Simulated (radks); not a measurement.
Coulomb parameter of the 4f shell of the europium ion Eu+ in the model configuration [Xe] 4f6.5 6s1.5, as a second difference U = [E(n + 0.25) + E(n - 0.25) - 2 E(n)] / (0.25)^2 with all orbitals relaxed. "Bare": the charge of the atom changes with n. "Screened": the 6s shell takes up the change at fixed total charge, which measures U(4f,4f) + U(6s,6s) - 2 U(4f,6s). All-electron calculation, scalar-relativistic Kohn-Sham, BLYP, spin-unpolarised, spherical densities, finite nucleus; Fermi nuclear charge, rms radius 5.1115 fm. Program: a radial shooting solver on a logarithmic mesh with Libxc functionals.

| case | configuration | E - E(n) (eV) |
|---|---|---|
| start | [Xe] 4f6.5 6s1.5 | 0.000 |
| bare +0.25 | [Xe] 4f6.75 6s1.5 | -2.667 |
| bare -0.25 | [Xe] 4f6.25 6s1.5 | 3.610 |
| screened +0.25 | [Xe] 4f6.75 6s1.25 | -0.611 |
| screened -0.25 | [Xe] 4f6.25 6s1.75 | 1.024 |

U(bare) = 15.074 eV, U(screened by 6s) = 6.616 eV, against the Slater integral F0(4f,4f) = 27.749 eV with frozen orbitals.
